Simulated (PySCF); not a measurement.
## Exercise with solution: oscillator strength and radiative lifetime

SiOF2, SMILES O=[Si](F)F.

The structure is a stationary point at B3LYP-D3(BJ)/def2-TZVP.

TDDFT-PBE/def2-SVPD run with PySCF puts the first singlet state with f over 0.02 at 5.42 eV (vertical), with the transition dipole (-0.537, 0.000, 0.000) in atomic units.

**Question.** Find the oscillator strength, the wavelength and the radiative lifetime that this transition would have in vacuum if emission retraced absorption.

**Answer.** 
|μ|² = 0.2884 au, so |μ| = 1.36 D. ΔE = 5.42/27.211 = 0.1992 hartree. f = (2/3) ΔE |μ|² = 0.038 (the program prints 0.038).
λ = 1239.84/5.42 = 229 nm; ν = 43715 cm⁻¹.
Einstein's coefficient A = 0.6670 ν² f s⁻¹ (ν in cm⁻¹) = 4.9e7 s⁻¹, so τ = 1/A = 20 ns. This state is S2; the lower singlet has f = 0.017. The figure is the radiative limit of this one transition; relaxation, internal conversion, crossing to triplets and a medium change what is measured.
